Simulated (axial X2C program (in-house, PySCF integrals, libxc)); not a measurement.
# CuTe: properties at the nuclei

Calculated with an axial X2C code built on PySCF integrals: two-component X2C with atomic mean-field Coulomb and Gaunt terms, Gaussian nuclei, basis Te dyall-cv3z, Cu dyall-cv3z with contracted cores.

R = 2.363 Å (near the PBE0 minimum at charge 0 of the determinant lowest at the starting distance; the state shown can have its own minimum elsewhere).

Input and command:
```json
{"zs": [52, 29], "q": 0, "bas": ["dyall-cv3z", "dyall-cv3z"], "r0": 2.43, "levels": ["PBE0", "HF", "BHandHLYP", "B3LYP", "PBE50"], "nst": 3}
```
```bash
python soeom.py task.json out
```

Keys: zs atomic numbers; q charge; bas basis sets; r0 starting distance in Å; levels methods; nst determinants followed.

Determinant lowest in the PBE0 search, Ω = 3/2 (⟨Sz⟩ = 0.50, ⟨Lz⟩ = 1.00 at PBE0), spin on the atoms Te 0.50, Cu 0.01:

```
    level  Eeff magnitude (GV/cm)  Ws magnitude Te (kHz)  A∥/gI Te (MHz)  qzz Te (a.u.)  A∥/gI Cu (MHz)  qzz Cu (a.u.)  μ (D)
     PBE0                   0.864                  0.359             498           1.21           -13.8           0.36   3.29
       HF                    1.56                  0.595             460          -1.39           -49.7          -0.43   5.16
BHandHLYP                   0.899                  0.358             526           0.49           -27.6           0.08   3.75
    B3LYP                   0.675                  0.289             529           1.76           0.221           0.50   2.87
    PBE50                    1.04                   0.41             500           0.15           -31.7          -0.01   4.07
```

Determinant 0.42 eV from it at PBE0 and this distance, Ω = 1/2 (⟨Sz⟩ = -0.47, ⟨Lz⟩ = 0.97 at PBE0), spin on the atoms Te -0.48, Cu 0.01:

```csv
level,Eeff magnitude (GV/cm),Ws magnitude Te (kHz),A∥/gI Te (MHz),qzz Te (a.u.),A∥/gI Cu (MHz),qzz Cu (a.u.),μ (D)
PBE0,2.35,2.96,3300,0.55,467,0.38,3.45
HF,2.84,3.8,2620,-1.50,488,-0.41,5.29
BHandHLYP,2.88,3.72,3150,-0.10,447,0.09,3.91
B3LYP,2.62,3.28,3280,1.14,458,0.53,3.05
PBE50,2.58,3.34,3180,-0.46,444,0.00,4.21
```

Eeff is the effective electric field on the electron electric dipole moment in this Ω state and Ws the scalar–pseudoscalar constant of the nucleus named (defined with the proton number Z and per Ω); A∥ (defined per Ω) follows by multiplying with gI = μI/(I μN); qzz is the electric field gradient, eQq0 = 234.96 MHz × Q/barn × qzz; μ is positive if the Cu end (last atom) is positive. The operators were transformed with the bare-nucleus X2C matrices; with these basis sets, hyperfine constants and field gradients can be off by tens of per cent, and where levels differ in sign neither size nor sign is settled.

(1) With gI(125Te) = -1.7770 (g factors from the IAEA table of nuclear moments by Stone), turn the PBE0 values of the first state into constants in MHz.

Each state is one determinant with collinear spin. Unrestricted Hartree–Fock can overshoot spin polarisation at the nuclei. Where Eeff spreads by more than a factor of two the levels disagree and none is to be relied on. The search compared states at one distance, so a state with another bond length can lie lower. Further determinants of the search, some of them spin-mixed, are not shown. Where a field gradient or hyperfine factor spreads by more than a factor of two over the levels, a constant derived from it is not to be relied on. PBE0 term energies can be off by some tenths of an eV.

Results:

(1) A∥(125Te) = 498 × -1.7770 = -885 MHz.
